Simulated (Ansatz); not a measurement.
Basis-set extrapolation for H₃O₃SSi, SMILES `O[Si](O)(O)[S]` radical (PBE0-D4/def2-TZVP geometry, frozen core, Ansatz). Multiplicity 2, UHF reference.

|  | def2-TZVPP | def2-QZVPP |
| --- | --- | --- |
| HF | -913.113829 | -913.145605 |
| MP2 correlation | -0.971897 | -1.055615 |
| CCSD(T) correlation | -1.037534 | not run |

Energies in hartree. Use E(X) = E(∞) + A·exp(−7.88·√X) for Hartree–Fock and E(X) = E(∞) + B·X^(−2.97) for correlation, with X = 3 and 4, and add CCSD(T) minus MP2 of the smaller set to the MP2 limit.

**Question.** What is the CCSD(T) energy at the basis-set limit?

**Answer.** HF limit: -913.145605 + (-0.031776) × 0.13774 = -913.14998. MP2 limit: -1.055615 + (-0.083718) × 0.74074 = -1.11763. Higher-order term: -1.037534 − (-0.971897) = -0.06564. Total: -914.33325 hartree, 114.1 kcal/mol below CCSD(T)/def2-TZVPP.
